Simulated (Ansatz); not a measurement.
Cost and result for the atomization energy of `FC([SiH3])CCl` (11 atoms, 10 bonds).

```xyz
11

F     0.3975    1.7319   -0.4903
C    -0.1904    0.6222    0.1102
Si   -0.6420   -0.6233   -1.2658
C     0.7453    0.0394    1.1292
Cl    1.0180    1.1326    2.5132
H    -1.1048    0.9680    0.6064
H    -1.3830   -1.7579   -0.6542
H     0.6013   -1.1246   -1.9041
H    -1.4963    0.0621   -2.2645
H     0.3327   -0.8871    1.5309
H     1.7217   -0.1633    0.6890
```

Charge 0, multiplicity 1. All single points use the PBE0-D4/def2-TZVP geometry. It is one conformer, not always the lowest. Program: Ansatz. All runs use 4 threads of an Arm Neoverse V1 on a shared host. Times are those of one run each, without the atoms' runs, and a repeat can differ threefold. Electronic energies, without spin–orbit coupling; frozen cores. CCSD(T)/CBS adds CCSD(T) − MP2 in def2-TZVPP to the MP2 limit, and its time is that of the two runs behind it. T1 = 0.011. B3LYP takes the VWN-RPA correlation (the form of Gaussian; ORCA's B3LYP/G).

CCSD(T)/CBS is a level of theory with its own doubt, some kJ/mol a heavy atom from the limit and from the frozen cores, so smaller differences don't rank the functionals.

| level | functions | wall time |
| --- | --- | --- |
| PBE-D4/def2-TZVPP (with forces) | 261 | 2.8 s |
| PBE0-D4/def2-TZVPP | 261 | 3.5 s |
| r2SCAN-D4/def2-TZVPP (with forces) | 261 | 6 s |
| B3LYP-D4/def2-TZVPP (with forces) | 261 | 6 s |
| B2PLYP/def2-TZVPP | 261 | 6.5 s |
| ωB97X-V/def2-TZVPP | 261 | 8.5 s |
| ωB97M-V/def2-TZVPP (with forces) | 261 | 13 s |
| MP2/def2-QZVPP | 491 | 34 s |
| CCSD(T)/def2-TZVPP | 261 | 3.2 min |
| CCSD(T)/CBS(def2) | – | 3.8 min |

What atomization energy does each give, and how far from CCSD(T)/CBS? (Estimate.)

Ansatz gave: 
| level | atomization (kcal/mol) | difference from CCSD(T)/CBS | per bond |
| --- | --- | --- | --- |
| PBE-D4/def2-TZVPP (with forces) | 917.1 | 14.2 | 1.4 |
| PBE0-D4/def2-TZVPP | 903.3 | 0.4 | 0.0 |
| r2SCAN-D4/def2-TZVPP (with forces) | 904.7 | 1.8 | 0.2 |
| B3LYP-D4/def2-TZVPP (with forces) | 900.1 | -2.8 | -0.3 |
| B2PLYP/def2-TZVPP | 890.3 | -12.6 | -1.3 |
| ωB97X-V/def2-TZVPP | 907.1 | 4.2 | 0.4 |
| ωB97M-V/def2-TZVPP (with forces) | 905.6 | 2.7 | 0.3 |
| MP2/def2-QZVPP | 905.2 | 2.3 | 0.2 |
| CCSD(T)/def2-TZVPP | 879.5 | -23.4 | -2.3 |
| CCSD(T)/CBS(def2) | 902.9 | 0.0 | 0.0 |

From PBE to PBE0 (25 % exact exchange), in def2-TZVPP and without D4, the atomization energy moves by −13.0 kcal/mol: exact exchange takes away binding that semilocal exchange gives to molecules. In def2-TZVPP, CCSD(T) changes the Hartree–Fock value by +215.4 kcal/mol (the triples alone add +12.7 kcal/mol) and MP2 by +227.3 kcal/mol; breaking electron pairs costs correlation energy, which Hartree–Fock lacks. The D4 term adds +8.9 kcal/mol with B3LYP and +4.6 kcal/mol with PBE0; it sums over pairs of atoms, weighted by their polarisabilities, and B3LYP, whose exchange is more repulsive, gets the larger term.
